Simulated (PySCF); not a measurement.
**Broadened absorption spectrum of C5H4F2O**

C5H4F2O.
SMILES: `FC1=COC(F)=CC1`

Computed with PySCF 2.14.0, density-fitted response routines, TDDFT B3LYP/def2-SVPD, vertical, gas phase, core orbitals frozen in the response. Isolated species at its PBE0-D3(BJ)/def2-SVP geometry, gas phase.

Computed states:

```tsv
state	E (eV)	f
S1	5.10	0.018
S2	5.77	0.0036
S3	6.31	0.0008
S4	6.34	0.0065
S5	6.58	0.0075
S6	6.79	0.0093
```

Each state is given a Gaussian of 0.4 eV full width at half maximum, with ε(max) = 2.175×10⁸ f / Δν̃ (Δν̃ the width in cm⁻¹). The width is an assumption, not a result. The curve ends short of the highest state used, and states not computed would add to its high-energy end.

(1) Give the broadened spectrum and its maxima.

(2) On this curve, what absorbance would a 10⁻³ mol/L sample give at 266 nm over a 1 cm path?

(3) Does any computed singlet lie in the visible range?

(4) Coming from long wavelengths, where does ε first pass 100 L mol⁻¹ cm⁻¹?

## Answers

(1) 
```
λ (nm)  ε (L mol⁻¹ cm⁻¹)
 200.3               388
 203.6               221
 206.9               167
 210.2               199
 213.4               241
 216.7               239
 220.0               190
 223.3               145
 226.6               162
 229.9               290
 233.1               530
 236.4               845
 239.7              1119
 243.0              1238
 246.3              1159
 249.5               939
 252.8               657
 256.1               403
 259.4               219
 262.7               107
 265.9                48
 269.2                19
 272.5                 7
 275.8                 2
```

Maxima: 243 nm (5.10 eV), ε about 1200, made up of S1 (100%); 215 nm (5.77 eV), ε about 250, made up of S2 (99%) (ε in L mol⁻¹ cm⁻¹; maxima over ε = 5, shares over 10%). At its high-energy end, 6.19 eV, the curve is still rising (ε about 390, from S3 and S4).

(2) 266 nm is 4.661 eV, where ε is about 47 L mol⁻¹ cm⁻¹, so A = ε c l ≈ 0.047 (Beer–Lambert, with the gas-phase spectrum and the assumed width).

(3) No computed singlet lies in the visible range (380 to 750 nm); the lowest, at 243 nm, stands 1.83 eV above its violet end (3.26 eV).

(4) At about 263 nm (4.71 eV), 0.38 eV below S1.

Hardware: an Arm Neoverse V1 with one thread, no GPU, shared host. Cost: 49 s of wall time (with the writing of density and orbital grids).
